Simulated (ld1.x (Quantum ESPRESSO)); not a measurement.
## What the settings do to the TM potential of cobalt (Co)

Base potential:

cobalt (Co), norm-conserving Troullier–Martins (Kleinman–Bylander form), made with ld1.x (Quantum ESPRESSO) 7.5 (PBE, non-relativistic). Core [Ne], reference 3s2 3p6 3d7 4s2 4p0. Waves: 3p (bound): rc 1.35 bohr; 3d (bound): rc 1.30 bohr; 3s (bound): rc 0.85 bohr. Local part: the s channel. Core correction: none.

Occupied shells without a wave of their own: 4s. They enter only through the test configuration that unscreens the potential.

All-electron outer shells of the reference configuration (PBE, non-relativistic, ld1.x):

```json
{"shell": "2p", "level (eV)": "-766.56", "outermost node (bohr)": "–", "outermost maximum (bohr)": "0.17"}
{"shell": "3s", "level (eV)": "-99.89", "outermost node (bohr)": "0.32", "outermost maximum (bohr)": "0.67"}
{"shell": "3p", "level (eV)": "-65.10", "outermost node (bohr)": "0.29", "outermost maximum (bohr)": "0.68"}
{"shell": "3d", "level (eV)": "-8.51", "outermost node (bohr)": "–", "outermost maximum (bohr)": "0.66"}
{"shell": "4s", "level (eV)": "-5.36", "outermost node (bohr)": "0.97", "outermost maximum (bohr)": "2.35"}
{"shell": "4p", "level (eV)": "-1.31", "outermost node (bohr)": "1.05", "outermost maximum (bohr)": "3.25"}
```

Cutoffs, loose and tight: the cutoffs (Ry, on a coarse ladder) from which the occupation-weighted sum of valence levels, in a spherical-Bessel basis at the reference potential, stays within 10 and 1 mRy of its value at 400 Ry. They do not see the model core or the augmentation charge, which bear on the density cutoff. Test errors are all-electron minus pseudo excitation energies from the reference, over the configurations 3s2 3p6 3d7 4s1 4p0; 3s2 3p6 3d7 4s0 4p0; 3s2 3p6 3d6 4s0 4p0; 3s2 3p6 3d8 4s1 4p0; 3s1 3p6 3d7 4s2 4p0; 3s2 3p6 3d6 4s2 4p0; 3s2 3p6 3d7 4s1.5 4p0. A dash means not determined; rows that change the core or the reference have their own tests.

A true bound ghost makes a file unfit for plane-wave use even where its test errors are small: the radial tests pick states by their node count and pass the ghost by.

On the changes marked as counting shells twice: ld1.x takes every shell without a wave as core, so the model core holds the marked electrons as well and exchange and correlation see them twice. This cancels in the reference configuration, but the file is broken for other ones, and its errors say nothing about a proper core correction.

```csv
change,outcome,"cutoff, loose","cutoff, tight",bound ghosts,largest test error (meV)
base,generated,200 Ry,over 300 Ry,none,-404
"all radii scaled by about 0.95 (s 0.80, p 1.28, d 1.24 bohr)",generated,230 Ry,over 300 Ry,none,-311
"core correction full core density, not smoothed (it rises at the typed radius of 1.02 bohr, so ld1.x skipped the fit) (4s counted twice)",generated,200 Ry,over 300 Ry,none,-1287
scalar-relativistic,generated,200 Ry,over 300 Ry,none,-432
wave 3p (bound): rc 1.35 bohr becomes 3p (bound): rc 1.80 bohr,generated,200 Ry,over 300 Ry,none,-414
local potential the p channel,generated,200 Ry,over 300 Ry,none,-475
functional LDA (PZ),generated,200 Ry,over 300 Ry,none,-407
"core [Ne] 3s2, valence charge 15; reference 3p6 3d7 4s1.75 4p0.25; waves now 4s (bound): rc 1.60 bohr; 3p (bound): rc 0.85 bohr; 3d (bound): rc 0.90 bohr; local potential the d channel; core correction Bessel-smoothed model core inside 0.70 bohr (4p counted twice)",generated,230 Ry,over 300 Ry,s,-247
wave 3d (bound): rc 1.30 bohr becomes 3d (bound): rc 1.26 bohr,generated,200 Ry,over 300 Ry,none,-403
wave 3s (bound): rc 0.85 bohr becomes 3s (bound): rc 0.78 bohr,generated,230 Ry,over 300 Ry,none,-282
wave 3s (bound): rc 0.85 bohr becomes 3s (bound): rc 0.84 bohr,generated,200 Ry,over 300 Ry,none,-404
```
